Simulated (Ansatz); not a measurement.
ZnNCl5H3³⁻ (relaxed from a model of [Zn(NH3)Cl5]3-, whose bonding it doesn't keep). Total charge -3; singlet. Geometry r2SCAN-D4/def2-SVPD, loosely relaxed.

```xyz
10

Zn    3.674   -1.314   -0.702
N     1.713   -0.491   -0.654
H     1.296   -0.673    0.257
H     1.150   -0.927   -1.382
H     1.763    0.513   -0.814
Cl    3.387   -2.748   -2.456
Cl  -13.494   -8.845   12.711
Cl    4.841    0.611   -1.080
Cl    3.719   -2.194    1.403
Cl   -8.048   16.070   -7.283
```

The 6-31G sets use Cartesian d functions. A multiply charged anion in the gas phase is held together partly by the finite basis. The geometry of the charge -3 singlet is only loosely relaxed. At PBE-D4/def2-SVPD, PBE-D4/def2-TZVPD, BLYP-D4/def2-TZVPD, B97M-V/def2-TZVPD the highest occupied level of the charge -3 singlet lies above zero (up to 1.39 eV). The electron is either unbound and held by the finite basis, or the level is raised by self-interaction error. In the singlet geometry the species has come apart into loosely held pieces.

Estimate the orbital energies around the gap (eV) in Ansatz with HF/6-31G, PBE-D4/def2-SVPD, PBE-D4/def2-TZVPD, BLYP-D4/def2-TZVPD, B97M-V/def2-TZVPD.


```json
{"orbital": "HOMO−13", "HF/6-31G": "-6.48", "PBE-D4/def2-SVPD": "-2.12", "PBE-D4/def2-TZVPD": "-2.03", "BLYP-D4/def2-TZVPD": "-1.87", "B97M-V/def2-TZVPD": "-2.42"}
{"orbital": "HOMO−12", "HF/6-31G": "-6.48", "PBE-D4/def2-SVPD": "-2.12", "PBE-D4/def2-TZVPD": "-2.03", "BLYP-D4/def2-TZVPD": "-1.87", "B97M-V/def2-TZVPD": "-2.42"}
{"orbital": "HOMO−11", "HF/6-31G": "-5.82", "PBE-D4/def2-SVPD": "-1.31", "PBE-D4/def2-TZVPD": "-1.25", "BLYP-D4/def2-TZVPD": "-1.11", "B97M-V/def2-TZVPD": "-1.68"}
{"orbital": "HOMO−10", "HF/6-31G": "-5.71", "PBE-D4/def2-SVPD": "-1.26", "PBE-D4/def2-TZVPD": "-1.20", "BLYP-D4/def2-TZVPD": "-1.05", "B97M-V/def2-TZVPD": "-1.61"}
{"orbital": "HOMO−9", "HF/6-31G": "-5.70", "PBE-D4/def2-SVPD": "-1.25", "PBE-D4/def2-TZVPD": "-1.19", "BLYP-D4/def2-TZVPD": "-1.04", "B97M-V/def2-TZVPD": "-1.60"}
{"orbital": "HOMO−8", "HF/6-31G": "-5.50", "PBE-D4/def2-SVPD": "-1.13", "PBE-D4/def2-TZVPD": "-1.05", "BLYP-D4/def2-TZVPD": "-0.92", "B97M-V/def2-TZVPD": "-1.47"}
{"orbital": "HOMO−7", "HF/6-31G": "-5.50", "PBE-D4/def2-SVPD": "-1.12", "PBE-D4/def2-TZVPD": "-1.05", "BLYP-D4/def2-TZVPD": "-0.91", "B97M-V/def2-TZVPD": "-1.46"}
{"orbital": "HOMO−6", "HF/6-31G": "-5.43", "PBE-D4/def2-SVPD": "-1.05", "PBE-D4/def2-TZVPD": "-1.00", "BLYP-D4/def2-TZVPD": "-0.86", "B97M-V/def2-TZVPD": "-1.41"}
{"orbital": "HOMO−5", "HF/6-31G": "-2.34", "PBE-D4/def2-SVPD": "1.26", "PBE-D4/def2-TZVPD": "1.27", "BLYP-D4/def2-TZVPD": "1.37", "B97M-V/def2-TZVPD": "0.93"}
{"orbital": "HOMO−4", "HF/6-31G": "-2.34", "PBE-D4/def2-SVPD": "1.26", "PBE-D4/def2-TZVPD": "1.28", "BLYP-D4/def2-TZVPD": "1.37", "B97M-V/def2-TZVPD": "0.93"}
{"orbital": "HOMO−3", "HF/6-31G": "-2.34", "PBE-D4/def2-SVPD": "1.26", "PBE-D4/def2-TZVPD": "1.28", "BLYP-D4/def2-TZVPD": "1.37", "B97M-V/def2-TZVPD": "0.93"}
{"orbital": "HOMO−2", "HF/6-31G": "-2.32", "PBE-D4/def2-SVPD": "1.28", "PBE-D4/def2-TZVPD": "1.29", "BLYP-D4/def2-TZVPD": "1.39", "B97M-V/def2-TZVPD": "0.95"}
{"orbital": "HOMO−1", "HF/6-31G": "-2.32", "PBE-D4/def2-SVPD": "1.28", "PBE-D4/def2-TZVPD": "1.29", "BLYP-D4/def2-TZVPD": "1.39", "B97M-V/def2-TZVPD": "0.95"}
{"orbital": "HOMO", "HF/6-31G": "-2.32", "PBE-D4/def2-SVPD": "1.28", "PBE-D4/def2-TZVPD": "1.29", "BLYP-D4/def2-TZVPD": "1.39", "B97M-V/def2-TZVPD": "0.95"}
{"orbital": "LUMO", "HF/6-31G": "8.41", "PBE-D4/def2-SVPD": "3.68", "PBE-D4/def2-TZVPD": "3.38", "BLYP-D4/def2-TZVPD": "3.37", "B97M-V/def2-TZVPD": "3.48"}
{"orbital": "LUMO+1", "HF/6-31G": "8.95", "PBE-D4/def2-SVPD": "4.76", "PBE-D4/def2-TZVPD": "4.28", "BLYP-D4/def2-TZVPD": "4.28", "B97M-V/def2-TZVPD": "4.35"}
{"orbital": "LUMO+2", "HF/6-31G": "9.92", "PBE-D4/def2-SVPD": "5.17", "PBE-D4/def2-TZVPD": "4.36", "BLYP-D4/def2-TZVPD": "4.37", "B97M-V/def2-TZVPD": "4.40"}
{"orbital": "LUMO+3", "HF/6-31G": "9.93", "PBE-D4/def2-SVPD": "5.18", "PBE-D4/def2-TZVPD": "4.38", "BLYP-D4/def2-TZVPD": "4.40", "B97M-V/def2-TZVPD": "4.43"}
{"orbital": "LUMO+4", "HF/6-31G": "12.02", "PBE-D4/def2-SVPD": "6.01", "PBE-D4/def2-TZVPD": "5.24", "BLYP-D4/def2-TZVPD": "5.23", "B97M-V/def2-TZVPD": "5.31"}
{"orbital": "LUMO+5", "HF/6-31G": "12.03", "PBE-D4/def2-SVPD": "6.02", "PBE-D4/def2-TZVPD": "5.26", "BLYP-D4/def2-TZVPD": "5.25", "B97M-V/def2-TZVPD": "5.33"}
```
